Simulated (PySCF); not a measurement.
Structure problem from calculated spectra and properties.

Elements present: C, Cl, H, O and S. Monoisotopic mass: 221.9076 u.

| Quantity | Value |
| --- | --- |
| Rotational structure | rotational constants A, B, C: 1.163, 0.590, 0.576 GHz [GFN2-xTB] |
| NMR, other nuclei | isotropic shieldings of nuclei other than C and H, by class: 120 (2 O), 213 (1 S), 454 (3 Cl) ppm [GIAO PBE0/pcSseg-1] |
| 13C NMR | chemical shifts (computed TMS as zero) by class: 165.1 (1 C), 132.5 (1 C), 115.6 (1 C), 53.0 (1 C) ppm [GIAO PBE0/pcSseg-1] |
| 1H NMR | chemical shifts (computed TMS as zero) by class: 6.86 (1 H), 6.56 (1 H), 2.94 (3 H) ppm [GIAO PBE0/pcSseg-1] |
| Dipole | 4.40 D [PBE0/pcSseg-1] |

Gas-phase values; electronic properties from PySCF, density fitting. Levels stand in brackets. The structure is a single GFN2-xTB conformer in the gas phase; no vibrational or solvent corrections. NMR classes are plain means over equivalent atoms (diastereotopic ones count apart unless rotation or inversion swaps them), as if these changed places fast.

Question: Which formula fits the mass and the elements?

Answer: C4H5Cl3O2S (calculated 221.9076). No other formula that holds each of these elements comes within 0.0003 u with a fitting electron parity and a possible valence count.

Question: Propose a structure and show how it fits.

Answer: Numbering: `[CH2:1]=[C:2]([C:3]([Cl:4])([Cl:5])[Cl:6])[S:7]([CH3:8])(=[O:9])=[O:10]`. 4 carbons fall into 4 classes; from least to most shielded: fully substituted alkene carbon [C2] (165.1 ppm), terminal =CH2 carbon [C1] (132.5 ppm), CCl3 carbon [C3] (115.6 ppm), S-methyl carbon [C8] (53.0 ppm). Hydrogen classes from least to most shielded: 1 H on a terminal =CH2 carbon, C1 (6.86 ppm), 1 H on a terminal =CH2 carbon, C1 (6.56 ppm), 3 H on an S-methyl carbon, C8 (2.94 ppm, a mean of values up to 0.9 ppm apart in this geometry). The other shieldings belong to: 120 ppm, sulfonyl oxygen [O9/O10]; 213 ppm, sulfonyl sulfur [S7]; 454 ppm, chlorine of a CCl3 group [Cl4/Cl5/Cl6]. The optimised geometry has point group C1 and is an asymmetric top. Structure: `C=C(C(Cl)(Cl)Cl)S(C)(=O)=O`. The assignments are read from this structure; whether some other isomer fits the data as well wasn't checked. NMR values of atoms bound to several Cl lack the spin–orbit term that these neighbours bring.

The values belong to the conformer `[CH2:1]=[C:2]([C:3]([Cl:4])([Cl:5])[Cl:6])[S:7]([CH3:8])(=[O:9])=[O:10]`: C1–C2–C3–Cl4 131°, C1–C2–S7–C8 -84°.
